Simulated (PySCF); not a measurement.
Te(GeH3)(OSiH3) (GeH6OSiTe), SMILES [SiH3]O[Te][GeH3]. Coordinates come from a B3LYP-D3(BJ)/def2-SVP optimisation. This is a generated structure with no PubChem entry under its InChIKey; it may be hypothetical. The def2 effective core potentials stand for the cores of Te; spin–orbit coupling is left out. One conformer was computed; it need not be the lowest.

Computed equilibrium geometry at B3LYP-D3(BJ)/def2-SVP (PySCF confirms it by a frequency run) as Cartesian coordinates in Å (one conformer of several):
```xyz
10

Te    -0.0087    -0.4176     0.9188
Ge    -1.0969     1.5121    -0.4254
H     -2.4355     1.8325     0.2711
H     -0.1685     2.7399    -0.4072
H     -1.3335     1.0446    -1.8727
O      1.5651    -0.5299    -0.3601
Si     1.5822    -1.5948    -1.6522
H      1.4810    -3.0142    -1.1984
H      2.8800    -1.3846    -2.3511
H      0.4551    -1.3231    -2.5949
```
Charge 0, spin multiplicity 1.
